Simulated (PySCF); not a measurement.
Static polarisabilities and like-pair C6 coefficients by linear response at B3LYP/def2-SVPD (PySCF, frozen core in the response, non-relativistic, gas phase), PBE0-D3(BJ)/def2-SVP geometries, one conformer each; atomic units unless stated.

```tsv
label	species	α	C6
P	`CC(C)[c+]1cc1`	60.8	1646
Q	`CCc1c[c+]1C`	62.7	1706
R	`C[C@H]1[CH+]C=CC1`	63.8	1679
S	`CC(F)(F)c1ccccc1`	93.4	3539
```

**Question.** Estimate the unlike-pair coefficients by the rule C6(AB) = 2·C6(AA)·C6(BB) / [C6(AA)·αB/αA + C6(BB)·αA/αB], and compare with the geometric mean.

**Answer.** 
| pair | combination rule | geometric mean | ratio |
| --- | --- | --- | --- |
| PQ | 1676 | 1676 | 1.000 |
| PR | 1661 | 1663 | 0.999 |
| PS | 2411 | 2413 | 0.999 |
| QR | 1692 | 1693 | 1.000 |
| QS | 2456 | 2457 | 0.999 |
| RS | 2438 | 2438 | 1.000 |

The rule is exact for one-pole polarisabilities and never exceeds the geometric mean; the two meet where both partners have the same effective excitation energy. These unlike-pair values are estimates, not computed integrals.
